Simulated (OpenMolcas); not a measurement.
## As II: effect of the IPEA shift

```
Program             : OpenMolcas
Basis               : ANO-R3 [7s6p5d3f2g]
Scalar Hamiltonian  : X2C, finite nucleus
Active space        : 4 electrons in 4 orbitals (4s 4p)
State averaging     : 2S+1 = 3 even, 3 roots; 2S+1 = 1 even, 6 roots; 2S+1 = 5 odd, 1 root; 2S+1 = 3 odd, 9 roots; 2S+1 = 1 odd, 8 roots
Spin-orbit coupling : RASSI with atomic mean-field integrals over the reference wave functions, term energies averaged over their components
```

Methods on the same reference wave functions:
A. CASSCF
B. SS-CASPT2, IPEA 0.25 Eh, imaginary shift 0.1 Eh (closed shells correlated: 3d)
C. SS-CASPT2, IPEA 0.5 Eh, imaginary shift 0.1 Eh (closed shells correlated: 3d)

Energies in cm⁻¹ above 4s² 4p² ³P₀, the measured ground level; measured values from NIST Handbook of Basic Atomic Spectroscopic Data.

| Level | A | B | C | Measured |
| --- | --- | --- | --- | --- |
| 4s² 4p² ³P₀ | 0.0 | 0.0 | 0.0 | 0.0 |
| 4s² 4p² ³P₁ | 938 | 940 | 943 | 1063 |
| 4s² 4p² ³P₂ | 2305 | 2260 | 2260 | 2541 |
| 4s² 4p² ¹D₂ | 12583 | 9690 | 9370 | 10096 |
| 4s² 4p² ¹S₀ | 22282 | 22050 | 21750 | 22599 |
| 4s 4p³ ⁵S°₂ | 42700 | 52600 | 52080 | 54817 |
| 4s 4p³ ³D°₂ | 80174 | 73340 | 75330 | 73862 |
| 4s 4p³ ³D°₁ | 80207 | 73360 | 75350 | 73750 |
| 4s 4p³ ³D°₃ | 80328 | 73460 | 75460 | 74244 |
| 4s 4p³ ³P°₀ | 91121 | 87170 | 88240 |  |
| 4s 4p³ ³P°₁ | 91186 | 87220 | 88290 |  |
| 4s 4p³ ³P°₂ | 91288 | 87300 | 88380 |  |
| 4s 4p³ ¹D°₂ | 120844 | 104520 | 107270 |  |
| 4s 4p³ ³S°₁ | 125374 | 114600 | 116630 |  |
| 4s 4p³ ¹P°₁ | 131491 | 117780 | 119600 |  |

Deviations, from unrounded energies. A percentage is the sum of absolute deviations over the sum of measured energies, with the sign that they share, or ± where signs differ.

| Against measurement | Levels | A | B | C |
| --- | --- | --- | --- | --- |
| mean absolute deviation (cm-1) | 8 | 4300 | 660 | 1100 |
| fine structure of the ground term (%) | 2 | -10.1 | -11.1 | -11.1 |
| other terms of the ground configuration (%) | 2 | ±8.6 | -2.9 | -4.8 |
| other configurations (%) | 4 | ±11.2 | -1.4 | ±2.5 |

B lies closest to measurement on these levels and A furthest from it. The largest miss of B in the table is 4s 4p³ ⁵S°₂, by -2200 cm-1. The ranking rests on the paired levels alone, and a cruder setting can come out closer through cancelling errors.

Between B and C the level of the table that moves most is 4s 4p³ ¹D°₂, by 2800 cm-1 (lowest in B, highest in C). Moves below CASPT2's spread within the term are not significant.

The mean deviations of B to C differ by less than CASPT2's widest spread within a term (670 cm-1), so their order carries little weight.

From A to B the spin-free energies of the other terms of 4s² 4p² shown, above ³P, scale by factors of 0.73 to 0.99.

The lowest spin-free term lies below A's lowest term by 0.547 hartree in B, 0.541 hartree in C.

Term energies are means over components that CASPT2 splits; among the terms shown or strongly mixed into the levels shown the widest spread is 670 cm-1 (4s 4p³ ¹D°, B). Over all roots computed the reference weight is 0.85 to 0.96 in B, 0.89 to 0.96 in C; the roots of lowest weight are the least certain, and an intruder state may touch them. Terms of s pⁿ other than that of highest spin mix with s² pⁿ⁻² d, which this space lacks; all of them can be thousands of cm-1 off, and some have no real level of that name. Without dynamic correlation excited terms often stand tens of per cent too high (terms of higher spin than the ground term too low), and those without a measured partner can miss by more than the paired ones (holds for A). Measured partners are found by configuration, term and J. A level has none where our copy of the source lacks it or the pairing is in doubt (some pairs that miss far off the trend of their configuration count as doubtful), and it then counts in no deviation. Only configurations of the active space appear.

° marks odd parity.
